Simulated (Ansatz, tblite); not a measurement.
Forces on the cluster Al₆Cu₄ at its PBE-D4/def2-SVP geometry. Total charge 0; singlet.

The xTB rows come from tblite. The restricted singlet is unstable towards broken spin symmetry in Hartree–Fock (as tested in another run); at PBE-D4/def2-TZVP this wasn't settled. Another isomer (singlet) lies 0.07 eV lower at PBE-D4/def2-TZVP; other spin states weren't run for this one.

GFN1-xTB (tblite), largest force 1.93 eV/Å:

```xyz
10
positions Å, forces eV/Å
Cu    1.333    2.012   -0.648    0.798    1.151   -0.808
Cu   -1.797   -1.106    0.521   -1.470   -0.643    1.073
Cu    0.395    0.245   -2.124    0.760    0.731   -1.618
Cu   -1.033    0.553    2.207   -0.953    0.072    1.304
Al    0.123   -1.897   -0.866   -0.249   -0.782   -0.605
Al    0.437   -1.291    1.635    0.757   -0.413    0.818
Al   -0.788    1.003   -0.141   -1.166    1.307   -0.298
Al   -2.023   -0.590   -1.978   -0.678   -0.964   -1.054
Al    1.272    1.349    1.743    1.102   -0.258    0.781
Al    2.081   -0.278   -0.349    1.099   -0.202    0.405
```

GFN2-xTB (tblite), largest force 1.49 eV/Å:

```
Cu 0.594 1.189 -0.684
Cu -0.935 -0.546 0.528
Cu 0.412 0.282 -1.096
Cu -0.923 0.254 1.148
Al -0.748 0.254 -0.491
Al 1.216 0.565 -0.553
Al 0.449 -0.706 0.012
Al 0.518 -0.100 0.378
Al -0.225 -0.787 -0.588
Al -0.358 -0.405 1.346
```

PBE-D4/def2-TZVP (Ansatz), largest force 0.31 eV/Å:

```
Cu 0.160 0.260 -0.064
Cu -0.185 -0.149 0.016
Cu 0.024 -0.021 -0.236
Cu -0.120 0.087 0.274
Al 0.060 -0.097 0.000
Al 0.151 -0.040 -0.020
Al -0.106 0.116 -0.028
Al -0.108 -0.029 -0.105
Al 0.080 -0.022 0.055
Al 0.045 -0.105 0.108
```
